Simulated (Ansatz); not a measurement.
Program: Ansatz. Geometries: PBE0-D4/def2-TZVP. ΔE: electronic, gas phase. CBS: MP2 limit from def2 TZ/QZ plus the TZ coupled-cluster correction, frozen cores. This one scheme is used for every species. Elements past krypton have def2 core potentials. For Te outer-core shells are correlated without core-valence functions, which leaves a few kJ/mol of doubt a bond. One conformer a species, not always the lowest.

Reaction (ligand exchange at the Si–C bond): `OC[SiH2][TeH]` + `C=N` → `C=N[SiH2][TeH]` + CH₃OH

```tsv
species	SCS-MP2/def2-QZVPP energy (Eh)
`OC[SiH2][TeH]`	-673.38306
`C=N`	-94.47358
`C=N[SiH2][TeH]`	-652.32056
CH₃OH	-115.56242
```

Task: Work out ΔE.

Result: ΔE = (-652.32056) + (-115.56242) − (-673.38306) − (-94.47358) = -0.02634 Eh = -0.72 eV. CCSD(T)/CBS gives -0.66 eV.

Largest T1 diagnostic among the species: 0.013.

In def2-TZVPP, CCSD(T) changes the Hartree–Fock value by +0.12 eV (the triples alone add +0.00 eV) and MP2 by +0.05 eV.
